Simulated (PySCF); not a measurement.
Nonlinear optical response: SMILES Fc1c(C(=O)O)cccc1, C7H5FO2

Molfile (atoms numbered from 1):
```
C7H5FO2
     RDKit          3D

 15 15  0  0  0  0  0  0  0  0999 V2000
    2.5947   -1.3677   -0.2394 O   0  0  0  0  0  0  0  0  0  0  0  0
    2.0799   -0.2978   -0.0259 C   0  0  0  0  0  0  0  0  0  0  0  0
    2.7937    0.8049    0.2077 O   0  0  0  0  0  0  0  0  0  0  0  0
    0.6058   -0.0942   -0.0036 C   0  0  0  0  0  0  0  0  0  0  0  0
   -0.1885   -1.2205   -0.2643 C   0  0  0  0  0  0  0  0  0  0  0  0
   -1.5741   -1.1454   -0.2738 C   0  0  0  0  0  0  0  0  0  0  0  0
   -2.1956    0.0786   -0.0189 C   0  0  0  0  0  0  0  0  0  0  0  0
   -1.4325    1.2108    0.2441 C   0  0  0  0  0  0  0  0  0  0  0  0
   -0.0438    1.1210    0.2521 C   0  0  0  0  0  0  0  0  0  0  0  0
    0.6413    2.2241    0.5115 F   0  0  0  0  0  0  0  0  0  0  0  0
    3.7232    0.5325    0.1615 H   0  0  0  0  0  0  0  0  0  0  0  0
    0.3345   -2.1588   -0.4597 H   0  0  0  0  0  0  0  0  0  0  0  0
   -2.1707   -2.0361   -0.4790 H   0  0  0  0  0  0  0  0  0  0  0  0
   -3.2855    0.1545   -0.0239 H   0  0  0  0  0  0  0  0  0  0  0  0
   -1.8903    2.1803    0.4478 H   0  0  0  0  0  0  0  0  0  0  0  0
  1  2  2  0
  2  3  1  0
  2  4  1  0
  4  5  2  0
  5  6  1  0
  6  7  2  0
  7  8  1  0
  8  9  2  0
  9 10  1  0
  9  4  1  0
  3 11  1  0
  5 12  1  0
  6 13  1  0
  7 14  1  0
  8 15  1  0
M  END
```

The calculation used quadratic response CAM-B3LYP/aug-cc-pVDZ first hyperpolarisability, Taylor convention, gas phase in PySCF 2.14.0. Geometry: PBE0-D3(BJ)/def2-SVP.

Problem. Give β for the processes computed.

Solution. In au, Taylor convention; the vector part is βᵢ = ⅓ Σⱼ (βᵢⱼⱼ + βⱼᵢⱼ + βⱼⱼᵢ); β∥ is 3/5 of the vector part along the dipole, the dipole points from − to +:
```csv
process,λ (nm),β vector norm,β∥,β HRS,depolarisation ratio
"static β(0;0,0)",∞,152.2,56.6,103.0,2.20
"second harmonic β(−2ω;ω,ω)",1907,164.6,65.4,109.3,2.24
"Pockels β(−ω;ω,0)",1907,156.1,59.4,–,–
"second harmonic β(−2ω;ω,ω)",1064,200.4,89.8,126.4,2.36
"Pockels β(−ω;ω,0)",1064,165.5,66.0,–,–
```

Problem. Which lowest excitations, dipole and polarisabilities go with it?

Solution. S1 4.99 eV (f = 0.045); S2 5.28 eV (f = 0.000); S3 5.66 eV (f = 0.180); dipole 2.03 D; isotropic α 89.5 au static, 89.8 au at 1907 nm, 90.6 au at 1064 nm, 90.9 au at 953.5 nm, 94.5 au at 532 nm.
